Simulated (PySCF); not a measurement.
**Static response to an electric field**

Species: C7H9Cl.
Geometry (GFN2-xTB, Å), atoms numbered from 1 in this order:
```xyz
17
C7H9Cl angstrom
C     -1.623    2.351    0.608
C     -1.348    1.188    0.547
C     -1.000   -0.221    0.483
C     -1.194   -0.707   -0.953
Cl    -1.001   -2.477   -1.060
C      0.445   -0.450    0.970
C      1.442    0.267    0.115
C      2.384   -0.336   -0.584
H     -1.869    3.369    0.668
H     -1.683   -0.774    1.139
H     -0.450   -0.263   -1.615
H     -2.198   -0.476   -1.310
H      0.651   -1.521    0.963
H      0.520   -0.086    1.998
H      1.334    1.344    0.089
H      3.084    0.211   -1.193
H      2.498   -1.408   -0.573
```

Level: B3LYP/def2-SVPD (PySCF), static field, nuclei fixed, core orbitals frozen in the response. The polarisability tensor in these axes (au):

```
x    95.52  -9.24  -6.40
y    -9.24 111.74  10.03
z    -6.40  10.03  80.36
```

What are the eigenvalues, a third of the trace, and Δα (Δα² = ½Σ(αi − αj)² over the three pairs)?

Principal values 76.64, 91.50 and 119.48 au; mean 95.87 au = 14.21 Å³ = 15.81 × 10⁻⁴⁰ C²·m²/J; Δα = 37.67 au (39 % of the mean).

What is the dipole moment, and where does it point?

(-0.02, 1.47, 0.43) D, 1.53 D in size, pointing from the negative to the positive side. Measured along this direction, the outermost atoms are Cl5 at the negative end and H9 at the positive end.

Find the Langevin capture rate constant for NH4+ (18.034 u) meeting this molecule (128.039 u), k = 2.342 × 10⁻⁹ cm³/s × √(α in Å³ / reduced mass in u).

The reduced mass is 15.81 u, so k = 2.22 × 10⁻⁹ cm³/s. The formula leaves out the permanent dipole, which adds to the capture rate.

Give the principal axes and the span of the nuclei along them.

Largest value along (-0.41, 0.86, 0.29), where the nuclei span 6.28 Å; middle along (0.89, 0.45, -0.10), 4.98 Å; least along (0.22, -0.21, 0.95), 3.66 Å. The response follows the extents in order.

Give the eigenvalues of the traceless quadrupole moment Θ = ½Σq(3rr − r²1), origin at the centre of nuclear charge.

-5.09, 0.85, 4.24 D·Å. The values depend on the origin, since the dipole doesn't vanish. The electronic extent ⟨r²⟩ about the same centre is 1324 bohr², a root-mean-square distance of 2.34 Å for the 68 electrons.

In a dilute gas of rigid molecules at 273 K, how does the orientational term μ²/3kT compare with the electronic polarisability?

In Gaussian units μ²/3kT = 20.77 Å³ against 14.21 Å³, a ratio of 1.46; the Debye molar polarisation (4π/3)N_A(α + μ²/3kT) is 88.2 cm³/mol, leaving out the vibrational part.

Rayleigh depolarisation ratio (linearly polarised light, static tensor)?

ρ = 3Δα²/(45ᾱ² + 4Δα²) = 4258.0/(413621 + 5677.4) = 0.0102.

One conformer (not necessarily the lowest) at the GFN2-xTB geometry, without solvent, vibrations or thermal averaging.
